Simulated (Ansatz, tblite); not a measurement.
Forces on SnBi2 at its PBE0-D4/def2-SVP geometry. Charge 0, multiplicity 1.

In the def2 sets Bi, Sn take a core potential; there is no spin–orbit coupling. The xTB rows come from tblite. The structure comes from a short search, and lower isomers may exist.

GFN1-xTB (tblite), largest force 0.25 eV/Å:

```xyz
3
positions Å, forces eV/Å
Bi    0.165    1.633    0.131   -0.066    0.148    0.191
Bi    0.521   -0.741   -1.374   -0.007   -0.244   -0.058
Sn   -0.686   -0.891    1.243    0.073    0.095   -0.133
```

GFN2-xTB (tblite), largest force 0.48 eV/Å:

```
Bi 0.024 -0.445 -0.188
Bi -0.096 0.352 0.318
Sn 0.072 0.093 -0.130
```

r2SCAN-D4/def2-TZVP (Ansatz), largest force 0.11 eV/Å:

```
Bi -0.010 -0.114 -0.013
Bi -0.035 0.055 0.094
Sn 0.045 0.058 -0.081
```
